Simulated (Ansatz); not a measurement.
`BB` + `C[SeH]` → `B[Se]C` + BH₃ at 500 K and 1 bar (cleavage of the B–B bond).

Program: Ansatz. Geometries: PBE0-D4/def2-TZVP. ΔE: electronic, gas phase. CCSD(T)/CBS is the MP2 limit (def2-TZVPP, def2-QZVPP) plus CCSD(T) − MP2 in def2-TZVPP, frozen cores. This one scheme is used for every species. For Se outer-core shells are correlated without core-valence functions, which leaves a few kJ/mol of doubt a bond. Scalar relativity is left out up to krypton.

| species | CCSD(T)/CBS energy (Eh) | H − E (kJ/mol) | S (J/(mol·K)) |
| --- | --- | --- | --- |
| `BB` | -51.92346 | 127.2 | 266.7 |
| `C[SeH]` | -2441.15625 | 142.1 | 299.3 |
| `B[Se]C` | -2466.56684 | 187.2 | 346.5 |
| BH₃ | -26.55200 | 86.8 | 208.8 |

H − E and S are ideal-gas, rigid-rotor, harmonic terms from PBE0-D4/def2-TZVP. 1 Eh = 2625.50 kJ/mol, R = 8.31446 J/(mol·K).

By hand: ΔE, ΔH, ΔS and ΔG.

ΔE = (-2466.56684) + (-26.55200) − (-51.92346) − (-2441.15625) = -0.03913 Eh = -102.7 kJ/mol. Δ(H − E) = 187.2 + 86.8 − 127.2 − 142.1 = 4.7, so ΔH = -98.0 kJ/mol. ΔS = 346.5 + 208.8 − 266.7 − 299.3 = -10.7 J/(mol·K). ΔG = -98.0 − 500 × (-10.7)/1000 = -92.7 kJ/mol.

By hand: the equilibrium constant, and the temperature at which ΔG would vanish if ΔH and ΔS stayed fixed.

log₁₀ K = −ΔG/(RT ln 10) = 9.7. ΔG = 0 at ΔH/ΔS = 9159 K, far beyond where these terms or the molecules hold.

The number of gas molecules stays the same, so ΔS is small and ΔH decides. A doubt of 5 kJ/mol in ΔE shifts log₁₀ K by 0.5 here. These are equilibria of isolated gas molecules and say nothing of rates. Largest T1 diagnostic: 0.013 (customary marks: 0.02 for closed shells, 0.045 for open ones).
